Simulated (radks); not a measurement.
Species: Nd+. Configuration: [Xe] 4f4 6s1. Calculated with a radial shooting solver on a logarithmic mesh with Libxc functionals: scalar-relativistic Kohn-Sham, PBEsol, spin-polarised, spherical densities, finite nucleus; open shells are filled with parallel spins first (spin-orbit coupling, left out, can overturn this in heavy ions); Fermi nuclear charge, rms radius 4.9123 fm.

Local quantities along the radius. ELF = 1/(1 + alpha^2) is the electron localisation function; alpha = (tau - tau_W)/tau_unif compares the Pauli kinetic energy density with that of the uniform gas (summed over spins); -r V(r) is the screened charge that the Kohn-Sham potential of spin up presents (atomic units); s = |grad rho|/(2 (3 pi^2)^(1/3) rho^(4/3)) is the reduced gradient. tau is taken from the large components.

r (bohr),ELF,alpha,-r V(r),s
0.001136,0.999,0.02403,59.66,0.7720
0.001322,0.999,0.02435,59.59,0.7204
0.001539,0.999,0.02486,59.52,0.6768
0.001792,0.999,0.02562,59.43,0.6403
0.002086,0.999,0.02666,59.34,0.6102
0.002448,0.999,0.02814,59.21,0.5847
0.00285,0.999,0.03000,59.08,0.5660
0.003317,0.999,0.03243,58.92,0.5522
0.003862,0.999,0.03561,58.74,0.5430
0.004496,0.998,0.03981,58.53,0.5383
0.005234,0.998,0.04539,58.28,0.5381
0.006093,0.997,0.05295,58.00,0.5425
0.007094,0.996,0.06335,57.68,0.5515
0.008258,0.994,0.07802,57.31,0.5655
0.009614,0.990,0.09921,56.88,0.5847
0.01119,0.983,0.1307,56.40,0.6091
0.01303,0.969,0.1789,55.85,0.6384
0.01529,0.937,0.2594,55.19,0.6725
0.0178,0.873,0.3820,54.48,0.7034
0.02072,0.753,0.5730,53.68,0.7232
0.02412,0.581,0.8484,52.78,0.7152
0.02808,0.420,1.174,51.78,0.6591
0.03269,0.333,1.414,50.67,0.5484
0.03806,0.337,1.403,49.44,0.4148
0.04431,0.426,1.161,48.10,0.3148
0.05158,0.567,0.8733,46.64,0.2806
0.06005,0.689,0.6725,45.03,0.3039
0.06991,0.744,0.5862,43.29,0.3620
0.08138,0.724,0.6177,41.41,0.4336
0.09474,0.614,0.7936,39.40,0.4917
0.1112,0.434,1.143,37.14,0.4871
0.1294,0.336,1.406,34.89,0.3826
0.1507,0.388,1.257,32.58,0.2538
0.1754,0.556,0.8933,30.22,0.2181
0.2042,0.705,0.6463,27.81,0.2820
0.2377,0.753,0.5731,25.40,0.4042
0.2768,0.671,0.6997,23.02,0.5543
0.3222,0.409,1.202,20.66,0.6527
0.3751,0.214,1.919,18.33,0.5017
0.4367,0.301,1.526,16.16,0.2189
0.5084,0.589,0.8348,14.04,0.1838
0.5918,0.735,0.6003,12.02,0.3023
0.689,0.717,0.6290,10.15,0.4561
0.8085,0.565,0.8782,8.411,0.6083
0.9412,0.369,1.307,6.994,0.6694
1.096,0.300,1.527,5.810,0.5877
1.276,0.410,1.200,4.847,0.4988
1.485,0.590,0.8329,4.048,0.5416
1.729,0.667,0.7070,3.392,0.6969
2.013,0.601,0.8143,2.865,0.9312
2.343,0.404,1.214,2.450,1.219
2.728,0.210,1.940,2.136,1.464
3.175,0.164,2.258,1.929,1.502
3.697,0.293,1.553,1.831,1.451
4.303,0.590,0.8344,1.735,1.682
5.05,0.813,0.4797,1.571,2.373
5.879,0.881,0.3666,1.447,3.562
6.844,0.875,0.3782,1.397,5.715
7.968,0.779,0.5330,1.343,10.05
9.276,0.486,1.029,1.240,19.64
10.8,0.119,2.725,1.136,43.09

On this mesh the ELF has minima near r = 0.033, 0.13, 0.38, 1.1, 3.2 bohr, which separate the shells, and maxima near 0.070 (0.74), 0.24 (0.75), 0.59 (0.74), 1.7 (0.67), 5.9 (0.88).
